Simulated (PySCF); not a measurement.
Compound: C6H10OS.
InChI=1S/C6H10OS/c1-7-4-8-6-2-5(6)3-6/h5H,2-4H2,1H3/t5-,6-

Computed, not measured: TDDFT wB97X-D/def2-SVPD, vertical, gas phase, core orbitals frozen in the response in PySCF. Isolated species at its GFN2-xTB geometry (one conformer only). Torsions of this conformer, `[CH3:1][O:2][CH2:3][S:4][C@:5]12[CH2:6][C@H:7]1[CH2:8]2`: C1–O2–C3–S4 -70°, O2–C3–S4–C5 -62°, C3–S4–C5–C6 82°.

Each state is given a Gaussian of 0.5 eV full width at half maximum, with ε(max) = 2.175×10⁸ f / Δν̃ (Δν̃ the width in cm⁻¹). The cross-section is σ = 3.8235×10⁻²¹ ε cm², given in Mb (10⁻¹⁸ cm²). The width is an assumption, not a result. The curve ends short of the highest state used, and states not computed would add to its high-energy end.

```
E (eV)  σ (Mb)
  4.99    0.00
  5.03    0.00
  5.08    0.00
  5.13    0.00
  5.17    0.00
  5.22    0.01
  5.27    0.01
  5.31    0.02
  5.36    0.03
  5.41    0.05
  5.45    0.07
  5.50    0.09
  5.55    0.11
  5.59    0.13
  5.64    0.15
  5.68    0.16
  5.73    0.16
  5.78    0.16
  5.82    0.15
  5.87    0.14
  5.92    0.13
  5.96    0.13
  6.01    0.14
  6.06    0.20
  6.10    0.31
  6.15    0.54
  6.20    0.97
  6.24    1.51
  6.29    2.54
  6.34    4.10
  6.38    5.83
  6.43    8.69
  6.48   12.39
  6.52   15.92
  6.57   20.90
  6.62   26.20
  6.66   30.36
  6.71   35.01
  6.76   38.55
  6.80   40.27
  6.85   40.83
  6.89   40.02
  6.94   37.65
  6.99   34.21
```

Problem. Where are the band maxima, and which computed states make them?

Solution. 216 nm (5.74 eV), ε about 43, made up of S1 (100%); 181 nm (6.84 eV), ε about 11000, made up of S2 (10%), S3 (72%) and S4 (16%) (ε in L mol⁻¹ cm⁻¹; maxima over ε = 5, shares over 10%). The states used: S1 5.74 eV (f 0.0008); S2 6.66 eV (f 0.030); S3 6.83 eV (f 0.142); S4 6.95 eV (f 0.037); S5 7.33 eV (f 0.0046); S6 7.35 eV (f 0.022); S7 7.39 eV (f 0.036); S8 7.59 eV (f 0.018).

Problem. What would ε be at 6.84 eV, the highest of these maxima, with half the width (0.25 eV)?

Solution. About 18400 L mol⁻¹ cm⁻¹ against 10700, a factor of about 1.7; a lone state at its own centre would give exactly 2.

Problem. Coming from long wavelengths, where does ε first pass 100 L mol⁻¹ cm⁻¹?

Solution. At about 203 nm (6.12 eV), 0.38 eV above S1.

Problem. Does any computed singlet lie in the visible range?

Solution. No computed singlet lies in the visible range (380 to 750 nm); the lowest, at 216 nm, stands 2.47 eV above its violet end (3.26 eV).
